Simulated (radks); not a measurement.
Q: All-electron calculation, non-relativistic Kohn-Sham, LDA (Slater exchange, Perdew-Wang correlation), spin-polarised, spherical densities, point nucleus; open shells are filled with parallel spins first. Program: a radial shooting solver on a logarithmic mesh with Libxc functionals. Response by self-consistent Sternheimer equations with the Hartree and adiabatic LDA kernel. For heavy and open-shell atoms this level of theory can miss by tens of per cent. Rank Mn+, He, C+, Ar3+, C, Se, Mg+ (NIST ground configurations) by static dipole polarisability, largest first.

A: Mg+ 30.58, Se 27.53, Mn+ 27.23, C 13.38, C+ 6.107, Ar3+ 3.590, He 1.659 bohr^3.
